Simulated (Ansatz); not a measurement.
Diatomic Os₂, multiplicity 7 (lowest of 2S+1 = 1, 3, 5, 7, 9 at PBE0/def2-TZVPP; our sources give no spin for the ground state, which may be another). No spin–orbit coupling.

Seven points along R, fitted to fifth degree in 1/R; most abundant isotopes. In def2 and cc sets the state is the lowest found near the PBE0 minimum, followed along R.

Correlated levels freeze the inner cores; with def2 sets outer-core shells near the valence are correlated too.

Run with Ansatz (Gaussian orbitals). Values without a source in brackets are computed. In def2 rows elements past Kr take small-core potentials, without spin–orbit coupling.

```tsv
level	r_e (Å)	ω_e (cm⁻¹)	ω_e x_e (cm⁻¹)
PBE/def2-TZVPP	2.238	285	0.40
r2SCAN/def2-TZVPP	2.218	299	0.38
B97M-V/def2-TZVPP	2.240	(withheld)	0.40
B3LYP/def2-TZVPP	2.240	287	0.38
PBE0/def2-TZVPP	2.214	301	0.37
wB97X-V/def2-TZVPP	2.236	273	0.37
wB97M-V/def2-TZVPP	2.243	272	0.36
B2PLYP/def2-TZVPP	(withheld)	(withheld)	0.084
```

Fill in the missing entries.


- B2PLYP/def2-TZVPP, r_e (Å): 2.226
- B2PLYP/def2-TZVPP, ω_e (cm⁻¹): 267
- B97M-V/def2-TZVPP, ω_e (cm⁻¹): 281

Ansatz is a first-principles code.
